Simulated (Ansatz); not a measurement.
`FB(Cl)Br` + H₂S → `SB(Cl)Br` + H–F  (ligand exchange at a B–F bond)

Gas-phase electronic energies from Ansatz, PBE0-D4/def2-TZVP geometries. CCSD(T)/CBS is the MP2 limit (def2-TZVPP, def2-QZVPP) plus CCSD(T) − MP2 in def2-TZVPP, frozen cores. This one scheme is used for every species. Functionals use def2-TZVPP. For Br outer-core shells are correlated without core-valence functions, which leaves a few kJ/mol of doubt a bond. Scalar relativity is left out up to krypton. Each species was taken in one conformer, which may not be the lowest.

(1) Is it downhill or uphill in electronic energy at CCSD(T)/CBS, and by how much? (Best estimate.)

(2) What do these levels give: PBE0-D4, r2SCAN0-D4, BLYP, r2SCANh, CAM-B3LYP, RPA@PBE/def2-TZVPP, HF/def2-SVP, CCSD/def2-SVP, HF/def2-TZVPP, CCSD(T)/def2-TZVPP, HF/def2-QZVPP, SCS-MP2/def2-QZVPP? (Best estimate.)

Largest T1 diagnostic among the species: 0.011.

Results:

(1) Ansatz gave: Uphill: ΔE = +0.57 eV.

(2) Computed: PBE0-D4 0.57, r2SCAN0-D4 0.65, BLYP 0.77, r2SCANh 0.67, CAM-B3LYP 0.81, RPA@PBE/def2-TZVPP 0.66, HF/def2-SVP 0.98, CCSD/def2-SVP 0.82, HF/def2-TZVPP 0.92, CCSD(T)/def2-TZVPP 0.63, HF/def2-QZVPP 0.93, SCS-MP2/def2-QZVPP 0.59 eV.

Leaving LDA and LC-ωPBE aside and taking each functional with its dispersion term where it has one, the values, not all of them listed here, spread over 0.25 eV, from revPBE-D4 to CAM-B3LYP-D4. From BLYP to BHLYP (50 % exact exchange), in def2-TZVPP and without D4, ΔE moves by +0.03 eV. In def2-TZVPP, CCSD(T) changes the Hartree–Fock value by −0.28 eV (the triples alone add −0.05 eV) and MP2 by −0.39 eV.
